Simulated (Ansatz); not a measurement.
Stepwise reaction of `C[SiH2]N[SiH3]` with hydrogen chloride, as a gas-phase model of exchange steps in deposition or etching. ΔE in kJ/mol.

Gas-phase electronic energies from Ansatz, PBE0-D4/def2-TZVP geometries. CCSD(T)/CBS is the MP2 limit (def2-TZVPP, def2-QZVPP) plus CCSD(T) − MP2 in def2-TZVPP, frozen cores. This one scheme is used for every species. Functionals use def2-TZVPP. B3LYP here is the variant with VWN-RPA as its local correlation; programs differ in this. One conformer a species, not always the lowest.

```
step                                               reaction  PBE-D4  B3LYP-D4  ωB97M-V  CCSD(T)/CBS
   1       `C[SiH2]N[SiH3]` + HCl → `C[SiH2]N[SiH2]Cl` + H₂   -95.7     -94.3    -95.8        -95.0
   2  `C[SiH2]N[SiH2]Cl` + HCl → `C[SiH](Cl)N[SiH2]Cl` + H₂   -95.0     -95.0    -96.5        -95.2
```

(1) By hand: ΔE of the 2 steps together at CCSD(T)/CBS.

## Answers

(1) (-95.0) + (-95.2) = -190.2 kJ/mol, or -95.1 kJ/mol a step.

In ΔE the steps differ by no more than 0.2 kJ/mol. All are downhill at CCSD(T)/CBS. PBE-D4 differs from CCSD(T)/CBS by -0.7 to 0.2 kJ/mol a step. Isolated molecules leave out the surface, adducts and barriers. Largest T1 diagnostic: 0.010.
